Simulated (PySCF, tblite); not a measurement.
Isomers of C7H10ClFO, one GFN2-xTB conformer each. Single-point energies are computed at PBE0/pcSseg-1 (PySCF, gas phase, no added dispersion term), electronic only.

| SMILES | GFN2-xTB relative energy (kJ/mol) |
| --- | --- |
| C=C[C@@H](OC)C(=C)[C@H](F)Cl | 245.5 |
| C[C@@]1(C(=O)Cl)CCC[C@@H]1F | 0.0 |
| C[C@@H]1CC[C@@H](C(=O)Cl)[C@H]1F | 4.1 |

Conformers: `[CH2:1]=[CH:2][C@@H:3]([O:4][CH3:5])[C:6](=[CH2:7])[C@H:8]([F:9])[Cl:10]` with C1–C2–C3–O4 -5°, C2–C3–O4–C5 -169°, C2–C3–C6–C7 113°, C3–C6–C8–F9 -147°; `[CH3:1][C@@:2]1([C:3](=[O:4])[Cl:5])[CH2:6][CH2:7][CH2:8][C@@H:9]1[F:10]` with C1–C2–C3–O4 116°, C1–C2–C6–C7 79°, C2–C6–C7–C8 31°, C6–C7–C8–C9 -10°, C7–C8–C9–F10 104°; `[CH3:1][C@@H:2]1[CH2:3][CH2:4][C@@H:5]([C:6](=[O:7])[Cl:8])[C@H:9]1[F:10]` with C4–C5–C6–O7 26°, C1–C2–C3–C4 -164°, C2–C3–C4–C5 29°, C3–C4–C5–C6 -123°, C4–C5–C9–F10 -143°.

Question: What does PBE0/pcSseg-1 give for the same structures?

Answer: 
```
                          SMILES  PBE0/pcSseg-1 E (Eh)  PBE0/pcSseg-1 (kJ/mol)  GFN2-xTB (kJ/mol)  point group
     C[C@@]1(C(=O)Cl)CCC[C@@H]1F            -907.32782                     0.0                0.0           C1
C[C@@H]1CC[C@@H](C(=O)Cl)[C@H]1F            -907.32667                     3.0                4.1           C1
    C=C[C@@H](OC)C(=C)[C@H](F)Cl            -907.23700                   238.5              245.5           C1
```

Both levels put the same isomer lowest; measured from each level's own lowest isomer, the values differ by up to 7.0 kJ/mol (C=C[C@@H](OC)C(=C)[C@H](F)Cl: 245.5 against 238.5). As drawn, the lowest has a C=O bond and a quaternary carbon, which the highest lacks; the highest has a C=C bond outside aromatic rings, which the lowest lacks. Neighbours under 10 kJ/mol apart (C[C@@]1(C(=O)Cl)CCC[C@@H]1F and C[C@@H]1CC[C@@H](C(=O)Cl)[C@H]1F) can change places with a better method, another conformer or zero-point energy.

Question: Which frontier levels, dipoles and rotational constants go with these structures?

Answer: 
```csv
SMILES,"HOMO (eV, PBE0/pcSseg-1)",LUMO (eV),dipole (D),"A, B, C (MHz)"
C[C@@]1(C(=O)Cl)CCC[C@@H]1F,-8.39,-0.96,4.32,"1854, 893.6, 821.5"
C[C@@H]1CC[C@@H](C(=O)Cl)[C@H]1F,-8.48,-1.06,4.05,"2065, 777.1, 656.9"
C=C[C@@H](OC)C(=C)[C@H](F)Cl,-7.55,-0.92,2.75,"1364, 951.4, 716.4"
```

Question: What happens when harmonic zero-point energies from GFN2-xTB frequencies are added?

Answer: 
```tsv
SMILES	ZPE (kJ/mol)	electronic (kJ/mol)	with ZPE (kJ/mol)
C[C@@]1(C(=O)Cl)CCC[C@@H]1F	415.6	0.0	0.0
C[C@@H]1CC[C@@H](C(=O)Cl)[C@H]1F	416.1	3.0	3.6
C=C[C@@H](OC)C(=C)[C@H](F)Cl	399.7	238.5	222.5
```

The zero-point energies span 16.4 kJ/mol. The order is unchanged.

Question: As an exercise, what shares would exp(−E/RT) give at 2000 K from these electronic energies alone (no entropy, no degeneracies)?

Answer: RT = 16.629 kJ/mol: C[C@@]1(C(=O)Cl)CCC[C@@H]1F 54.5 %, C[C@@H]1CC[C@@H](C(=O)Cl)[C@H]1F 45.5 %, C=C[C@@H](OC)C(=C)[C@H](F)Cl under 0.1 %.
